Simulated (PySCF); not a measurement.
Molecule: SMILES C(/[SiH2]C)=C\[SiH3], C3H10Si2.

Numbering as in the mapped SMILES `[CH3:1][SiH2:2]/[CH:3]=[CH:4]/[SiH3:5]`; H(Xn) means a hydrogen on atom n.

Geometry PBE0-D3(BJ)/def2-SVP throughout; GIAO in PySCF, gas phase, one conformer, non-relativistic; equivalent atoms averaged; basis pcSseg-1.

For orientation, B97-2 gives these absolute shieldings σ: C3 26.3, C4 36.4, C1 193.3, Si2 404.2, H(C3) 24.21, H(C4) 24.70, H(Si2) 27.12, H(Si5) 27.25, H(C1) 31.08 ppm.

A run gave: C3 12.9, C4 24.8, C1 194.0, Si2 370.9, H(C3) 23.40, H(C4) 23.95, H(Si2) 26.15, H(Si5) 26.35, H(C1) 30.58 ppm (absolute shieldings σ).

Problem. Which functional was used in that run?
A. KT3
B. KT2
C. WP04
D. LDA

Solution. D. H(C3) tells them apart best: LDA gives 23.40, KT3 gives 24.36, KT2 gives 24.17, WP04 gives 24.81 ppm.
